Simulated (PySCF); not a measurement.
Mg(I)(Et) (C₂H₅IMg), SMILES C[CH2][Mg][I].

The structure is a stationary point at PBE0-D3(BJ)/def2-SVP. The structure was generated by enumeration; whether it is a known compound was not checked. The def2 effective core potentials stand for the cores of I; spin–orbit coupling is left out. Other conformers were not sampled.

All values below come from TDA-PBE/def2-SVPD (PySCF 2.14.0).

Vertical excitations. The molecule is in vacuum. State labels are in the subgroup Cs.

```tsv
state	symmetry	energy (eV)	λ (nm)	f	main pairs
S1	A"	4.51	275	0.033	HOMO−1→LUMO 99 %
S2	A'	4.51	275	0.032	HOMO−2→LUMO 99 %
S3	A'	4.73	262	0.182	HOMO→LUMO 64 %, HOMO→LUMO+1 27 %
S4	A'	4.83	257	0.150	HOMO→LUMO+1 70 %, HOMO→LUMO 24 %
S5	A"	4.86	255	0.028	HOMO→LUMO+2 98 %
S6	A"	5.12	242	0.000	HOMO−1→LUMO+1 100 %
S7	A'	5.16	240	0.003	HOMO−2→LUMO+1 58 %, HOMO−1→LUMO+2 41 %
S8	A"	5.20	239	0.000	HOMO−2→LUMO+2 100 %
S9	A'	5.52	225	0.104	HOMO−1→LUMO+2 43 %, HOMO−2→LUMO+1 27 %, HOMO−3→LUMO 23 %
S10	A'	5.85	212	0.019	HOMO→LUMO+3 97 %
T1	A'	3.66	338	0	HOMO→LUMO 99 %
T2	A"	4.29	289	0	HOMO−1→LUMO 99 %
T3	A'	4.29	289	0	HOMO−2→LUMO 99 %
T4	A'	4.49	276	0	HOMO→LUMO+1 99 %
```
Triplets are in the Tamm–Dancoff approximation.
